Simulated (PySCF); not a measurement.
Mo(OMe)(H)5 (CH8MoO), SMILES C[O][MoH5], multiplicity 1.

The structure is a stationary point at PBE0-D3(BJ)/def2-SVP. The multiplicity is an assumed one; no other spin state was optimised. The structure was generated by enumeration; whether it is a known compound was not checked. The def2 effective core potentials stand for the cores of Mo; spin–orbit coupling is left out.

The numbers are results of TDDFT-PBE/def2-SVPD in PySCF, not measurements.

Vertical excitations.  State labels are in the subgroup Cs.

```csv
state,symmetry,energy (eV),λ (nm),f,main pairs
S1,A",3.32,374,0.008,HOMO→LUMO 99 %
S2,A',3.54,351,0.012,HOMO−1→LUMO 99 %
S3,A",4.13,300,0.000,HOMO−2→LUMO 92 %
S4,A",4.28,289,0.008,HOMO→LUMO+1 91 %
S5,A',4.38,283,0.001,"HOMO−1→LUMO+1 72 %, HOMO−3→LUMO 15 %"
S6,A',4.51,275,0.002,"HOMO−3→LUMO 65 %, HOMO→LUMO+2 28 %"
S7,A",4.52,274,0.026,HOMO−1→LUMO+2 88 %
S8,A',4.67,265,0.061,"HOMO→LUMO+2 52 %, HOMO−1→LUMO+1 19 %, HOMO−3→LUMO 17 %, HOMO−4→LUMO 9 %"
S9,A",5.00,248,0.002,HOMO−5→LUMO 94 %
S10,A',5.07,245,0.045,"HOMO−4→LUMO 59 %, HOMO−2→LUMO+2 20 %"
T1,A",2.84,437,0,HOMO→LUMO 99 %
T2,A',2.95,420,0,HOMO−1→LUMO 99 %
T3,A",3.80,326,0,HOMO−2→LUMO 84 %
T4,A',3.84,323,0,HOMO→LUMO+2 85 %
```
Triplets are in the Tamm–Dancoff approximation, which puts them higher than full response would, so one can lie above its singlet here.
